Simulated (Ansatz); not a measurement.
Geometry optimisation, DFT r2SCAN-D3(BJ), scalar-relativistic, plane waves, PAW (Ansatz).

The input (input.yaml):

```yaml
crystal:
  lattice:
    - [7.455439, 0.0, 0.0]
    - [0.0, 7.455439, 0.0]
    - [0.0, 0.0, 7.455439]
  atoms:
    - { symbol: C, position: [0.400088, 0.9666869, 0.815737] }
    - { symbol: C, position: [0.3437358, 0.9483901, 0.6637533] }
    - { symbol: H, position: [0.2943456, 0.9323537, 0.5305464] }
    - { symbol: H, position: [0.4494781, 0.9827233, 0.948944] }
    - { symbol: C, position: [0.6867428, 0.2173919, 0.0042985] }
    - { symbol: C, position: [0.6433764, 0.2263599, 0.1612964] }
    - { symbol: H, position: [0.6053678, 0.23422, 0.298898] }
    - { symbol: H, position: [0.7247515, 0.2095319, -0.1333031] }
    - { symbol: O, position: [0.5818819, 0.8034636, 0.4626878] }
    - { symbol: C, position: [0.7002341, 0.9397472, 0.4779118] }
    - { symbol: O, position: [0.8616271, 0.9227436, 0.4883611] }
    - { symbol: H, position: [0.6533925, 0.6931355, 0.4620926] }
    - { symbol: H, position: [0.6276286, 1.0675955, 0.4793208] }
    - { symbol: O, position: [0.3261927, 0.4907053, 0.8332704] }
    - { symbol: C, position: [0.4832143, 0.5801128, 0.820512] }
    - { symbol: O, position: [0.6187546, 0.543269, 0.9024716] }
    - { symbol: H, position: [0.3464254, 0.3939256, 0.9199349] }
    - { symbol: H, position: [0.4688047, 0.6907648, 0.7247664] }
    - { symbol: O, position: [-0.0386179, 0.7160111, 0.9508663] }
    - { symbol: C, position: [0.0318255, 0.8812852, 0.9277483] }
    - { symbol: O, position: [0.130707, 0.9563473, 1.0327919] }
    - { symbol: H, position: [0.0066239, 0.6730967, 1.0666157] }
    - { symbol: H, position: [-0.0143291, 0.9365879, 0.7995684] }
    - { symbol: O, position: [0.1467404, 0.4850908, 0.2740417] }
    - { symbol: C, position: [0.2741549, 0.3818984, 0.3510425] }
    - { symbol: O, position: [0.3472387, 0.4137186, 0.4927896] }
    - { symbol: H, position: [0.1281094, 0.5866248, 0.3554674] }
    - { symbol: H, position: [0.3009275, 0.2653443, 0.2655024] }
    - { symbol: O, position: [0.8496426, 0.3371595, 0.5395612] }
    - { symbol: C, position: [1.0064442, 0.3412718, 0.6301625] }
    - { symbol: O, position: [1.0845903, 0.2108411, 0.6878428] }
    - { symbol: H, position: [0.8155123, 0.2104302, 0.5317389] }
    - { symbol: H, position: [1.0516859, 0.4805585, 0.6432453] }
    - { symbol: O, position: [0.3623889, 0.6871601, 0.1022161] }
    - { symbol: C, position: [0.3945374, 0.8446422, 0.1857513] }
    - { symbol: O, position: [0.5419914, 0.9070863, 0.2141071] }
    - { symbol: H, position: [0.4802298, 0.6376453, 0.0714234] }
    - { symbol: H, position: [0.2668058, 0.9068017, 0.2236927] }
basis:
  ecutwfc: 500.0
kpoints:
  mp_grid: { grid: [1, 1, 1] }
hamiltonian:
  xc: r2scan
  dispersion: d3bj
scf:
  occupations: { method: fermi_dirac, width: 0.05 }
  lower_state_search: "off"
relax:
  f_tol: 0.3
  max_steps: 15
  adjacent_minimum: "off"
```

Command:

```bash
$ ansatz run input.yaml --threads 1 --pin off --max-ram 3072MiB --backend cpu --events-out ev --progress --plain --runs-dir out
```

Task: Where does it end, and by what steps?

Result: The forces met the threshold. The threshold is loose, so the end isn't yet a minimum. The force dipped under the threshold on the way, but the program's further checks kept it going. Limits of this set-up: coarse k mesh. After 14 steps the energy has fallen by 4.941 eV; H8 moved furthest, 1.53 Å.

| step | energy less start (eV) | largest force component (eV/Å) | accepted |
| --- | --- | --- | --- |
| 0 | 0.0000 | 3.357 | yes |
| 1 | -1.6254 | 1.242 | yes |
| 2 | -2.4565 | 1.031 | yes |
| 3 | -3.0209 | 1.342 | yes |
| 4 | -3.3548 | 1.212 | yes |
| 5 | -3.6477 | 0.973 | yes |
| 6 | -3.8974 | 0.790 | yes |
| 7 | -4.1325 | 0.649 | yes |
| 8 | -4.3360 | 0.526 | yes |
| 9 | -4.5042 | 0.934 | yes |
| 10 | -4.6686 | 0.798 | yes |
| 11 | -4.8063 | 0.687 | yes |
| 12 | -4.8757 | 0.474 | yes |
| 13 | -4.9415 | 0.278 | yes |
| 14 | -4.9415 | 0.278 | yes |

```xyz
38
Lattice="7.4554 0.0000 0.0000 0.0000 7.4554 0.0000 0.0000 0.0000 7.4554" Properties=species:S:1:pos:R:3
C 3.561 7.597 5.998
C 2.887 7.831 5.028
H 2.258 8.067 4.196
H 4.118 7.381 6.886
C 5.503 2.079 0.782
C 4.546 2.281 1.481
H 3.693 2.424 2.110
H 6.355 1.870 0.171
O 5.221 5.212 3.166
C 6.147 6.096 3.454
O 7.322 5.836 3.666
H 5.585 4.294 3.260
H 5.734 7.116 3.437
O 2.744 3.233 5.964
C 3.410 4.344 5.695
O 4.503 4.620 6.149
H 3.303 2.639 6.507
H 2.845 4.988 5.002
O 0.276 5.178 6.831
C 0.136 6.485 7.024
O 0.100 7.019 8.112
H 0.329 4.738 7.712
H 0.031 7.009 6.070
O 0.374 3.974 1.838
C 1.185 2.943 2.085
O 1.759 2.770 3.132
H 0.315 4.578 2.630
H 1.240 2.272 1.212
O 6.102 2.772 3.925
C 6.844 2.684 5.051
O 7.149 1.640 5.561
H 5.908 1.888 3.565
H 7.108 3.681 5.415
O 3.078 4.948 1.138
C 2.901 6.107 1.767
O 3.617 7.069 1.660
H 3.868 4.987 0.561
H 2.020 6.066 2.417
```

Whether the end is a true minimum wasn't checked by a vibrational analysis.

Time of the run: 3.1 min on 1 thread of AMD EPYC 9R45 (Zen 5), with other jobs on the host, peak memory 1.4 GiB.
